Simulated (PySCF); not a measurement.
Al(H)(I)(OH) (AlH2IO), SMILES [OH][AlH][I].

Geometry: B3LYP-D3(BJ)/def2-TZVP. The def2 effective core potentials stand for the cores of I; spin–orbit coupling is left out. One conformer was computed; it need not be the lowest.

Computed with CAM-B3LYP/def2-TZVPD (PySCF).

Symmetry labels are those of the subgroup Cs that the program uses (full group Cs).

Problem. List the valence orbital energies around the gap with their symmetry. (An estimate is asked for; the answer gives what the named calculation found.)

Solution. 
```json
[
 {"orbital": "HOMO−7", "symmetry": "A'", "energy (eV)": "-21.07"},
 {"orbital": "HOMO−6", "symmetry": "A'", "energy (eV)": "-16.16"},
 {"orbital": "HOMO−5", "symmetry": "A'", "energy (eV)": "-12.67"},
 {"orbital": "HOMO−4", "symmetry": "A'", "energy (eV)": "-11.66"},
 {"orbital": "HOMO−3", "symmetry": "A\"", "energy (eV)": "-11.32"},
 {"orbital": "HOMO−2", "symmetry": "A'", "energy (eV)": "-10.17"},
 {"orbital": "HOMO−1", "symmetry": "A\"", "energy (eV)": "-9.24"},
 {"orbital": "HOMO", "symmetry": "A'", "energy (eV)": "-9.09"},
 {"orbital": "LUMO", "symmetry": "A\"", "energy (eV)": "-0.23"},
 {"orbital": "LUMO+1", "symmetry": "A'", "energy (eV)": "-0.10"},
 {"orbital": "LUMO+2", "symmetry": "A'", "energy (eV)": "0.67"},
 {"orbital": "LUMO+3", "symmetry": "A'", "energy (eV)": "0.93"}
]
```
